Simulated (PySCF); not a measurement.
# Radial density of Br²⁺ (bromine, charge +2)

UHF, [Ar] 3d10 4s2 4p3, high-spin 4S determinant. Computed with PySCF 2.14 in cc-pVDZ-PP with ECP10MDF, with a scalar-relativistic core potential. This is the valence pseudo-density: the core potential removes the inner electrons and smooths the orbitals near the nucleus.

```tsv
r (bohr)	4πr²ρ (e/bohr)	4πr²(ρα − ρβ)
0.000635	2.370e-05	0.0000
0.00107	6.694e-05	0.0000
0.00180	0.0001886	0.0000
0.00302	0.0005270	0.0000
0.00508	0.001441	0.0000
0.00855	0.003717	0.0000
0.0144	0.008369	0.0000
0.0242	0.01540	0.0000
0.0407	0.03122	0.0001
0.0684	0.1526	0.0004
0.115	1.250	0.0025
0.194	7.359	0.0398
0.326	25.92	0.3059
0.548	31.44	0.1786
0.921	8.891	0.4559
1.55	3.922	2.0378
2.61	0.9896	0.7136
4.38	0.03299	0.0282
7.37	2.524e-05	0.0000
```

Energies and moments cover only the electrons outside the core potential.
